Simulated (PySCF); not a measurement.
Si(F)(Br)(OH)(NH2), H₃BrFNOSi, SMILES N[Si](O)(F)Br, PBE0/def2-SVP optimised geometry.

```
8

N     -0.87    -1.36     1.26
Si    -0.24    -0.40     0.00
O      1.40    -0.40     0.00
F     -0.84    -1.04    -1.36
Br    -0.80     1.73     0.00
H     -0.65    -1.14     2.22
H     -1.81    -1.73     1.17
H      1.81    -1.27     0.10
```

Density from PySCF with PBE0/def2-TZVP at that geometry.

Minimum of the electron density along straight lines between bonded atoms, close to the bond critical point (lines longer than 1.1 times the sum of covalent radii, or with two minima, are not listed):

| bond | length / Å | ρ at the minimum / e bohr⁻³ | ∇²ρ there / e bohr⁻⁵ | position (fraction from the first atom) |
|---|---|---|---|---|
| N1–Si2 | 1.702 | 0.142 | 0.60 | 0.60 |
| Si2–O3 | 1.640 | 0.144 | 0.82 | 0.41 |
| Si2–F4 | 1.615 | 0.135 | ? | 0.42 |
| Si2–Br5 | 2.208 | 0.094 | ? | 0.35 |
| N1–H6 | 1.014 | 0.331 | -1.64 | 0.74 |
| N1–H7 | 1.014 | 0.331 | -1.64 | 0.74 |
| O3–H8 | 0.963 | 0.352 | ? | 0.81 |

Q: Complete the blanks.

A: 
- Si2–F4, ∇²ρ there / e bohr⁻⁵: 0.92
- Si2–Br5, ∇²ρ there / e bohr⁻⁵: 0.08
- O3–H8, ∇²ρ there / e bohr⁻⁵: -2.40
